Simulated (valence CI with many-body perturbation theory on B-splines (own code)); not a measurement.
# E1 line list for Nb X

Level of theory: valence CI with perturbative core correlation (CI+MBPT): four valence electrons over a frozen Dirac-Fock core [Ar] 3d10, radial functions for each j: 11 s, 11 p, 9 d, 7 f, 5 g, 2 h, 1 i, with the one-electron correlation potential Σ1, the two-electron term Σ2, the three-electron term Σ3, Breit, model QED; selected CI, second order for the rest, scaled by the run's own slope (own B-spline code, finite nucleus).

No measured levels were compared; by estimate levels hold to about 250 cm⁻¹ or 0.2 % of their energy and the worst to 1 %, as in measured heavy ions of charge 2 to 7; those with d or f electrons hold less well. Among the levels kept, up to 280 cm⁻¹ of a level comes from second order outside the variational space, and about a tenth of that is noise between levels of different J, which matters for small intervals.

Lines 151 to 200 of 243 in falling wavelength, among levels below 640520 cm⁻¹, chosen from the strongest by gf and those to the six lowest levels. Wavelengths and rates use the calculated energies, so an error of 600 cm⁻¹ moves a line at 27.31 nm by 0.16 % and its rate by three times that or more. Electric multipoles are in the length gauge, E1 and E2 with the static RPA response of the core. Weak lines are less certain than strong ones. Lines between different terms over intervals too small for the method are left out, as are lines whose strength nearly cancels. Where a level lies close to another of its J and parity, the split of strength between their lines is uncertain. The highest levels of a list are the least certain.

Names give the largest LS component (configuration and term), which can be under half, so a name can repeat, a term be missing and a line seem to break the LS rules; names also repeat where a configuration has a term twice. Letters in brackets count levels of one name in rising energy.

```csv
λ vac (nm),Upper,Lower,A (s⁻¹),log gf,Branch %
27.31,4s 4p2 4d 3P_1 [b],4s 4p3 3P°_2,3.72e+09,-0.90,6.1
27.28,4s 4p2 4d 3D_2 [a],4s 4p3 3D°_3,9.26e+09,-0.29,23.6
27.26,4s2 4p 4d 3P°_2,4s2 4p2 3P_1,2.40e+10,0.13,40.8
27.25,4s2 4p 4d 3D°_1,4s2 4p2 3P_2,3.07e+09,-0.99,3.8
27.18,4s2 4p 4d 1P°_1,4s2 4p2 1S_0,7.00e+10,0.37,98.2
27.13,4s 4p2 4d 3P_1 [b],4s 4p3 3P°_1,2.79e+10,-0.03,45.7
27.13,4s 4p2 4d 3D_3 [a],4s 4p3 3D°_3,2.17e+10,0.22,67.4
27.06,4s 4p2 4d 3F_2 [a],4s 4p3 5S°_2,1.32e+08,-2.14,6.1
27.04,4s 4p2 4d 3F_2 [c],4s 4p3 3P°_1,1.85e+09,-0.99,2.5
26.99,4s 4p2 4d 3P_1 [b],4s 4p3 3P°_0,1.92e+10,-0.20,31.4
26.99,4s 4p2 4d 3D_3 [b],4s 4p3 3P°_2,2.40e+10,0.26,60.7
26.95,4s 4p2 4d 3P_2 [b],4s 4p3 3P°_2,4.40e+10,0.38,71.7
26.87,4s 4p2 4d 3D_2 [a],4s 4p3 3D°_2,5.91e+09,-0.50,15.1
26.82,4s 4p2 4d 3D_2 [a],4s 4p3 3D°_1,1.85e+10,0.00,47.2
26.80,4s 4p2 4d 1G_4,4s 4p3 3D°_3,5.41e+09,-0.28,76.3
26.78,4s 4p2 4d 3P_2 [b],4s 4p3 3P°_1,5.25e+09,-0.55,8.6
26.74,4s2 4p 4d 1D°_2,4s2 4p2 3P_2,4.18e+09,-0.65,6.3
26.72,4s 4p2 4d 3D_3 [a],4s 4p3 3D°_2,4.27e+09,-0.49,13.3
26.72,4s 4p2 4d 3S_1,4s 4p3 3P°_2,2.59e+10,-0.08,44.3
26.71,4s 4p2 4d 1F_3,4s 4p3 3D°_3,1.69e+10,0.10,39.0
26.71,4s 4p2 4d 3D_1 [a],4s 4p3 3D°_2,1.80e+10,-0.24,45.0
26.67,4s 4p2 4d 3D_1 [a],4s 4p3 3D°_1,1.53e+10,-0.31,38.3
26.62,4s2 4p 4d 3D°_1,4s2 4p2 3P_1,5.26e+09,-0.78,6.4
26.60,4s 4p2 4d 3F_3 [a],4s 4p3 5S°_2,1.71e+09,-0.90,51.4
26.55,4s 4p2 4d 3S_1,4s 4p3 3P°_1,8.86e+09,-0.55,15.1
26.44,4s 4p2 4d 3D_2 [c],4s 4p3 3P°_1,1.63e+10,-0.07,37.8
26.42,4s 4p2 4d 3S_1,4s 4p3 3P°_0,3.36e+09,-0.98,5.7
26.32,4s 4p2 4d 1F_3,4s 4p3 3D°_2,1.62e+10,0.07,37.6
26.29,4s 4p2 4d 3F_2 [b],4s 4p3 3D°_3,7.82e+09,-0.39,12.0
26.17,4s2 4p 4d 3P°_1,4s2 4p2 3P_2,1.69e+10,-0.28,22.3
26.14,4s2 4p 4d 1D°_2,4s2 4p2 3P_1,3.67e+10,0.27,55.5
26.03,4s2 4p 4d 3D°_3,4s2 4p2 3P_2,8.18e+10,0.76,89.7
25.97,4s2 4p 4d 3D°_2,4s2 4p2 3P_2,3.55e+10,0.25,43.6
25.91,4s 4p2 4d 3F_2 [b],4s 4p3 3D°_2,3.98e+10,0.30,61.2
25.90,4s 4p2 4d 5P_3,4s 4p3 5S°_2,7.99e+10,0.75,98.2
25.87,4s 4p2 4d 3F_3 [b],4s 4p3 3D°_3,2.93e+10,0.31,46.9
25.86,4s 4p2 4d 3F_2 [b],4s 4p3 3D°_1,9.07e+09,-0.34,13.9
25.80,4s2 4p 4d 3P°_0,4s2 4p2 3P_1,5.99e+10,-0.22,100.0
25.72,4s 4p2 4d 3P_2 [a],4s 4p3 5S°_2,1.31e+10,-0.19,27.3
25.65,4s2 4p 4d 3D°_1,4s2 4p2 3P_0,7.23e+10,0.33,88.5
25.65,4s2 4p 4d 1F°_3,4s2 4p2 1D_2,9.17e+10,0.80,86.1
25.62,4s 4p2 4d 5P_2,4s 4p3 5S°_2,7.34e+10,0.56,91.8
25.59,4s 4p2 4d 3D_1 [b],4s 4p3 3D°_2,9.07e+09,-0.57,15.8
25.59,4s2 4p 4d 3P°_1,4s2 4p2 3P_1,4.98e+10,0.17,65.8
25.55,4s 4p2 4d 3D_1 [b],4s 4p3 3D°_1,2.92e+10,-0.07,50.8
25.51,4s 4p2 4d 5P_1,4s 4p3 5S°_2,8.63e+10,0.40,98.6
25.50,4s 4p2 4d 3F_3 [b],4s 4p3 3D°_2,2.60e+10,0.25,41.6
25.40,4s2 4p 4d 3D°_2,4s2 4p2 3P_1,2.29e+10,0.04,28.1
25.37,4s 4p2 4d 3D_2 [b],4s 4p3 3D°_2,4.01e+09,-0.71,8.3
25.33,4s 4p2 4d 3D_2 [b],4s 4p3 3D°_1,1.46e+10,-0.15,30.2
```
